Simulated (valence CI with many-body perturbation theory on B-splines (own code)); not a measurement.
## Ir37+ in brief

Level of theory: valence CI with perturbative core correlation (CI+MBPT): four valence electrons over a frozen Dirac-Fock core [Kr], a basis of 9 s, 9 p, 10 d, 8 f, 5 g, 3 h, 1 i functions for each j, with the one-electron correlation potential Σ1, the two-electron term Σ2, the three-electron term Σ3, Breit, model QED; selected CI, second order for the rest (own B-spline code, finite nucleus).

The last digits are not significant, and no measured levels were compared; by estimate large intervals hold to a few tenths of a per cent, small ones and those within an open d or f shell to about a per cent. Only levels of the ground parity were solved; by the run's estimate the other parity begins above the list, which can be wrong where configurations are misplaced.

Levels are named by their leading jj configuration (3d3/2^4 stands for four electrons in 3d with j = 3/2), which in mixed levels can hold well under half, so a name can repeat and another be missing.

Rates and lifetimes use the calculated energies. Strong lines usually hold to 10 to 20 %, long lifetimes can be off by a factor of two.

Task: What is the ground level?

Result: (4d3/2^4) J=0, composition 59 % 4d4 3P + 28 % 4d4 5D + 13 % 4d4 1S.

Task: Name the longest-lived excited levels whose lifetime is computed, and their main decay.

Result: (4d3/2^2 4d5/2^2) J=6 at 46.36 eV lives 46.3 ms, mostly by M1 to (4d3/2^2 4d5/2^2) J=5. The lifetime of (4d3/2^3 4d5/2) J=4 is too uncertain to give, and may be longer.

Task: How well does LS coupling describe the low levels?

Result: Among the lowest 20 levels the leading LS term, summed over configurations, holds 47 % on average. For single configurations the figures are 47 % in LS and 96 % in jj coupling. Terms mix most in the J = 4 level at 23.88 eV, where the leading one holds 29 %.

Task: What is the ionisation energy?

Result: 1685.1 eV; NIST lists 1684 ± 4 eV (theoretical).
